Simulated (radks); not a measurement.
Values are calculated unless marked as measured or tabulated.
Question: Ionisation of neutral caesium, [Xe] 6s1, to [Xe] as the strength of local exchange is varied. Code: a radial shooting solver on a logarithmic mesh with Libxc functionals. Model: scalar-relativistic Kohn-Sham, Slater X-alpha exchange (alpha = 2/3 is LDA exchange), no correlation, spin-unpolarised, spherical densities, point nucleus.

| alpha | E(Cs) (hartree) | exchange (hartree) | IE (eV) | -e of the level emptied (eV) | <r> of it (bohr) |
|---|---|---|---|---|---|
| 0.667 | -7775.6363 | -180.5921 | 3.336 | 1.588 (6s) | 5.864 |
| 0.675 | -7777.8086 | -182.8063 | 3.361 | 1.611 (6s) | 5.842 |
| 0.798 | -7811.2803 | -216.9921 | 3.755 | 1.973 (6s) | 5.529 |
| 0.868 | -7830.3897 | -236.5675 | 3.989 | 2.192 (6s) | 5.369 |
| 0.889 | -7836.1311 | -242.4570 | 4.060 | 2.260 (6s) | 5.323 |
| ? | -7819.1918 | -225.0914 | 3.851 | 2.062 (6s) | 5.461 |

Which alpha was used in the last row?

Answer: alpha = 0.827. NIST Atomic Spectra Database: 3.894 eV (measured). The Delta-SCF value meets it near alpha = 0.84. Spin polarisation and multiplet splitting are left out, so open shells lie too high by an amount that depends on their filling.

Beside tabulated values, note that spin-unpolarised runs miss the spin-polarisation part of the exchange energy of open shells.
